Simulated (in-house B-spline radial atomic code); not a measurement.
A fraction x of an electron is removed from 4p in Kr VI (Kr5+), starting from [Ar] 3d10 4s2 4p1 and keeping the highest spin. Computed with an all-electron radial atomic-structure program (B-spline basis): scalar-relativistic (X2C) RPBE, spin-polarised, spherical fractional occupations, Fermi nucleus of rms radius 4.1884 fm.

```
   x  E(x) - E(0) (eV)  4p up level (eV)
   0            0.0000           -70.838
0.06            4.2743           -71.640
0.18           12.9675           -73.246
0.29           21.1055           -74.718
0.47           34.7715           -77.126
 0.5           37.0913           -77.527
0.54           40.2031           -78.062
0.64           48.0761           -79.398
0.87           66.6908           -82.469
0.94           72.4963           -83.403
   1           77.5245                 -
```

The exact functional would give a straight line between the two integer points. Deviations E(x) - E(0) - x[E(1) - E(0)], in eV: -0.377 at x = 0.06, -0.987 at x = 0.18, -1.377 at x = 0.29, -1.665 at x = 0.47, -1.671 at x = 0.5, -1.66 at x = 0.54, -1.54 at x = 0.64, -0.756 at x = 0.87, -0.377 at x = 0.94.

The curve lies below the straight line by up to 1.671 eV (at x = 0.5): convex, the delocalisation error that favours fractional charges.

(1) How well does Slater's transition state (minus the level at half occupation) give the ionisation energy?

## Answers

(1) It gives 77.527 eV against 77.525 eV from the two total energies; NIST lists 78.49 eV, ground level to ground level.
